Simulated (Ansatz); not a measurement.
Reactions of FGaH4Si, SMILES `[F][GaH][SiH3]`.

Gas-phase electronic energies from Ansatz, PBE0-D4/def2-TZVP geometries. CBS: MP2 limit from def2 TZ/QZ plus the TZ coupled-cluster correction, frozen cores. This one scheme is used for every species, atoms too. Functionals use def2-TZVPP. No spin–orbit coupling; open shells (•) take unrestricted orbitals. Spin–orbit coupling would lower the free atoms: a little for F, Si; clearly for Ga. For Ga, Ge outer-core shells are correlated without core-valence functions, so the limit isn't a true one: a few kJ/mol of doubt a bond, and 10 to 20 or more in all where bonds break to atoms. Scalar relativity is left out up to krypton. One conformer a species, not always the lowest.

| reaction | CCSD(T)/CBS(def2) (kJ/mol) |
| --- | --- |
| `[F][GaH][SiH3]` + H₂S → `[SiH3][GaH][SH]` + H–F | ? |
| `[F][GaH][SiH3]` + H₂ → `[SiH3][GaH2]` + H–F | 82 |
| `[F][GaH][SiH3]` + `[OH][Ge][F]` → `[F][Ge][O][SiH3]` + `[F][GaH2]` | -75 |
| `[F][GaH][SiH3]` → F• + Ga• + 4 H• + Si• | ? |
| `[F][GaH][SiH3]` + H₂O → `[OH][GaH][F]` + SiH₄ | -41 |
| `[F][GaH][SiH3]` + `O[SiH3]` → `[F][GaH][O][SiH3]` + SiH₄ | ? |
| `[F][GaH][SiH3]` + H₂S → `[F][GaH][SH]` + SiH₄ | -78 |
| `[F][GaH][SiH3]` + `[SiH3]P` → `[SiH3]P[SiH3]` + `[F][GaH2]` | -8 |
| `[F][GaH][SiH3]` + HCl → `[F][GaH][Cl]` + SiH₄ | -101 |
| `[F][GaH][SiH3]` + `F[SiH2]P` → `F[SiH2]P[SiH3]` + `[F][GaH2]` | -7 |

Fill in the missing values. (An estimate is asked.)

Computed: `[F][GaH][SiH3]` + H₂S → `[SiH3][GaH][SH]` + H–F: -13.2 kJ/mol; `[F][GaH][SiH3]` → F• + Ga• + 4 H• + Si•: +1954.8 kJ/mol; `[F][GaH][SiH3]` + `O[SiH3]` → `[F][GaH][O][SiH3]` + SiH₄: -63.2 kJ/mol.

Largest T1 diagnostic: 0.015, for `[OH][Ge][F]`.
